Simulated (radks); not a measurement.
Results of a calculation; reference values are marked as such.
The mean radii <r> (bohr) of the occupied orbitals of an atom or ion are listed with their occupations. Level of theory: scalar-relativistic Kohn-Sham, BLYP, spin-unpolarised, spherical densities, point nucleus (a radial shooting solver on a logarithmic mesh with Libxc functionals).

orbital  occ.      <r>
1s          2  0.02409
2s          2   0.1031
2p          6  0.09054
3s          2   0.2724
3p          6   0.2705
3d         10   0.2475
4s          2   0.6224
4p          6   0.6595
4d         10   0.7274
5s          2    1.507
5p          6    1.770
6s          2    4.480
4f          3    1.216

Name the element and its charge.

Answer. Z = 59, praseodymium, charge 0: Pr in [Xe] 4f3 6s2. The 1s radius gives Z: for a bare nucleus <r> = (2 gamma + 1)/(2Z) with gamma = sqrt(1 - (Z/c)^2), 0.02377 bohr for Z = 59, and screening makes it slightly larger (0.02409 here). The occupations add up to 59, and the charge is Z minus that.
